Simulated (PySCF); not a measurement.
Structure revision by computed shifts

A compound C6H15PSi gives the data below (simulated from a calculation) and was assigned the structure `CC[SiH]1CCPCC1`.

¹³C{¹H} NMR (computed): δ 29.1 (CH2), 16.5 (CH2, 2C), -1.4 (CH3, 3C).

¹H NMR (600 MHz, computed): δ 2.68 (m, 2H), 2.13 (m, 4H), 0.23 (m, 9H).

Relativity neglected, rapidly exchanging positions averaged, no solvent, single conformer. Geometry: GFN2-xTB; shieldings: GIAO PBE0/pcSseg-1; PySCF.

δ = σ(ref) − σ, references computed at the same level: TMS for ¹H and ¹³C.

**Question.** Compare with the shifts computed for the proposed structure, pairing carbons in order of shift.

**Answer.** Mapped SMILES: `[CH3:1][CH2:2][SiH:3]1[CH2:4][CH2:5][PH:6][CH2:7][CH2:8]1`. Hydrogens are named by the atom that carries them.

```csv
atom,computed for proposal,given list,difference
C5,22.0,29.1,-7.1
C7,22.0,16.5,+5.5
C4,17.7,16.5,+1.2
C8,17.7,-1.4,+19.1
C1,10.2,-1.4,+11.6
C2,9.3,-1.4,+10.7
```

The rms difference is 10.8 ppm and the largest +19.1 ppm at C8 (sp3 CH2 bonded to Si). The proposal also would give 4 carbon signals, not 3. The carbon types in order of shift don't match either: CH2, CH2, CH2, CH2, CH3, CH2 for the proposal against CH2, CH2, CH2, CH3, CH3, CH3 in the data. The proposal doesn't fit.

**Question.** Which isomer fits?

**Answer.** `C[Si](C)(C)P1CCC1`.

1. δC 29.1: sp3 CH2 in a ring; a saturated carbon with 2 carbon neighbours and no heteroatom attached.
2. δC 16.5: sp3 CH2 bonded to P.
3. δC -1.4: methyl carbon bonded to Si; an electropositive neighbour leaves it electron-rich and shielded.
4. δH 0.23: hydrogen on a methyl carbon bonded to Si; an electropositive neighbour shields it, as in TMS itself.

Other isomers checked: CCCP1CC([SiH3])C1 (rms 17.1 ppm); CC(C)C1CP([SiH3])C1 (rms 20.3 ppm).

The data come from this structure; uniqueness wasn't tested.

Splittings by ³¹P in the carbon and heteronuclear signals aren't shown, as no couplings were computed. Shifts are as computed. Against solution values, carbons near 30 ppm lie about +3 ppm off and those near 130 ppm about +5 ppm. Of 1211 compounds with measured shifts, 218 miss one by over three times the rms of a fit or turn the order of signals round; such compounds aren't used in these exercises. No couplings were computed; multiplicities are counted from neighbouring protons, with m where these are inequivalent, close in shift, in a saturated or five-membered ring or joined by F or P, and br s for small geminal =CH2 splittings.
